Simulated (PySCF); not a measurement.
Computed shifts of a molecule C2H6AlClO, KT2/pcSseg-1 (PySCF), GIAO, gas phase, atoms alike by connectivity averaged where their shifts nearly agree, in ppm (number of nuclei): ¹H: 4.76 (1), 4.64 (1), 4.38 (1), 1.66 (3). ¹³C: 68.1 (1), 26.6 (1). References: ¹H against TMS (σ = 31.47 ppm); ³⁵Cl against HCl (σ = 945.4 ppm); ¹⁷O against H2O (σ = 330.4 ppm); ¹³C against TMS (σ = 185.1 ppm), references at their B3LYP-D3(BJ)/def2-TZVP geometries, non-relativistic (without spin–orbit terms, shifts of atoms bonded to Cl or Br come out too high). Geometry optimised at ωB97X-D3(BJ)/def2-SVP. The values are those of a single conformer.

Task: Which molecule gave these data?
A. CC[O][AlH][Cl]
B. C[O][Al]([CH3])[Cl]
C. C[CH2][Al]([OH])[Cl]

Result: A, CC[O][AlH][Cl]
